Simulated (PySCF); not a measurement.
## ZnP: script and output

File input.py (PySCF 2.14):

```python
from pyscf import gto, scf, mp

mol = gto.M(
    atom='Zn 0 0 0; P 0 0 2.142',
    basis='x2c-svpall',
    charge=0,
    spin=3,
    verbose=4,
)
mf = scf.UHF(mol)
mf = mf.sfx2c1e()
mf.kernel()
mp.MP2(mf, frozen=10).kernel()
mf.dip_moment()
print('orbital energies (hartree):', [e[max(0, n-3):n+3].round(4) for e, n in zip(mf.mo_energy, mol.nelec)])
```

```bash
$ OMP_NUM_THREADS=1 python input.py
```

Output (some set-up lines and the per-cycle HOMO/LUMO lines with their warnings removed):

```
PySCF version 2.14.0

[INPUT] Symbol           X                Y                Z      unit          X                Y                Z       unit  Magmom
[INPUT]  1 Zn     0.000000000000   0.000000000000   0.000000000000 AA    0.000000000000   0.000000000000   0.000000000000 Bohr   0.0
[INPUT]  2 P      0.000000000000   0.000000000000   2.142000000000 AA    0.000000000000   0.000000000000   4.047793358818 Bohr   0.0

nuclear repulsion = 111.171682966387
number of shells = 7
number of NR pGTOs = 114
number of NR cGTOs = 54
basis = x2c-svpall
ecp = {}

******** <class 'pyscf.x2c.sfx2c1e.sfX2C1eUHF'> ********
method = sfX2C1eUHF
initial guess = minao
damping factor = 0
level_shift factor = 0
DIIS = <class 'pyscf.scf.diis.CDIIS'>
SCF conv_tol = 1e-09
SCF max_cycles = 50
number electrons alpha = 24  beta = 21

******** <class 'pyscf.x2c.sfx2c1e.SpinFreeX2CHelper'> ********
approx = 1e
xuncontract = 1
init E= -2135.34698789958

cycle= 1 E= -2135.29873351893  delta_E= 0.0483  |g|= 0.164  |ddm|= 1.47
cycle= 2 E= -2135.31730466061  delta_E= -0.0186  |g|= 0.113  |ddm|= 0.422
cycle= 3 E= -2135.32245679587  delta_E= -0.00515  |g|= 0.0331  |ddm|= 0.102
cycle= 4 E= -2135.32506726178  delta_E= -0.00261  |g|= 0.0152  |ddm|= 0.127
cycle= 5 E= -2135.32598984903  delta_E= -0.000923  |g|= 0.00812  |ddm|= 0.0764
cycle= 6 E= -2135.32629056172  delta_E= -0.000301  |g|= 0.00416  |ddm|= 0.0488
cycle= 7 E= -2135.32637862664  delta_E= -8.81e-05  |g|= 0.00138  |ddm|= 0.0346
cycle= 8 E= -2135.32638561676  delta_E= -6.99e-06  |g|= 0.000261  |ddm|= 0.0116
cycle= 9 E= -2135.32638575363  delta_E= -1.37e-07  |g|= 6.09e-05  |ddm|= 0.00121
cycle= 10 E= -2135.32638575986  delta_E= -6.23e-09  |g|= 1.35e-05  |ddm|= 0.00024
cycle= 11 E= -2135.32638576011  delta_E= -2.49e-10  |g|= 2.42e-06  |ddm|= 5.36e-05
Extra cycle  E= -2135.32638576012  delta_E= -8.19e-12  |g|= 1.08e-06  |ddm|= 6.9e-06
converged SCF energy = -2135.32638576012  <S^2> = 3.7698797  2S+1 = 4.0099275

******** <class 'pyscf.mp.ump2.UMP2'> ********
nocc = (np.int64(14), np.int64(11)), nmo = (44, 44)
frozen orbitals 10
E(UMP2) = -2135.75991772878  E_corr = -0.433531968657802
E(SCS-UMP2) = -2135.71419655746  E_corr = -0.387810797335479
E_corr(same-spin) = -0.152801036600635
E_corr(oppo-spin) = -0.280730932057167
Dipole moment(X, Y, Z, Debye): -0.00000, -0.00000, -1.39884
orbital energies (hartree): [array([-0.3739, -0.3739, -0.2676,  0.1609,  0.1609,  0.171 ]), array([-0.7984, -0.6154, -0.3378,  0.038 ,  0.0508,  0.0508])]
```

In short: E(SCF) = -2135.326386 Eh, 11 cycles, E(MP2) − E(SCF) = -0.43353 Eh, ⟨S²⟩ = 3.770, μz(SCF) = -1.40 D.

It ran on Intel Xeon Platinum 8259CL @ 2.50GHz (1 thread, shared host) in 2 s, peak memory 0.14 GiB.

The bond length is a typed value, not an optimised one. No search for the lowest solution was made.
